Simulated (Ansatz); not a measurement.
`C[O][GeH]([F])[SeH]` + CH₃SH → `C[O][GeH]([F])[S]C` + H₂Se  (ligand exchange at a Ge–Se bond)

Calculated with Ansatz (gas phase, PBE0-D4/def2-TZVP geometries, no zero-point term in ΔE). CBS: MP2 limit from def2 TZ/QZ plus the TZ coupled-cluster correction, frozen cores. This one scheme is used for every species. DFT in def2-TZVPP. B3LYP here is the variant with VWN-RPA as its local correlation; programs differ in this. For Ge, Se outer-core shells are correlated without core-valence functions, which leaves a few kJ/mol of doubt a bond. Scalar relativity is left out up to krypton. Each species was taken in one conformer, which may not be the lowest.

Is it downhill or uphill in electronic energy at CCSD(T)/CBS, and by how much? (Estimate.)

Computed: Uphill: ΔE = +1.9 kcal/mol.

What do these levels give: B3LYP-D4, ωB97X-V, HF/def2-TZVPP, MP2/def2-TZVPP, CCSD(T)/def2-TZVPP, SCS-MP2/def2-QZVPP? (An estimate is asked.)

The calculation gave: B3LYP-D4 2.0, ωB97X-V 1.9, HF/def2-TZVPP 2.8, MP2/def2-TZVPP 2.0, CCSD(T)/def2-TZVPP 1.8, SCS-MP2/def2-QZVPP 2.1 kcal/mol.

Largest T1 diagnostic among the species: 0.012.

In def2-TZVPP, CCSD(T) changes the Hartree–Fock value by −1.0 kcal/mol (the triples alone add −0.3 kcal/mol) and MP2 by −0.8 kcal/mol. The D4 term adds −0.8 kcal/mol with B3LYP and −0.5 kcal/mol with PBE0; it sums over pairs of atoms, weighted by their polarisabilities, and B3LYP, whose exchange is more repulsive, gets the larger term.
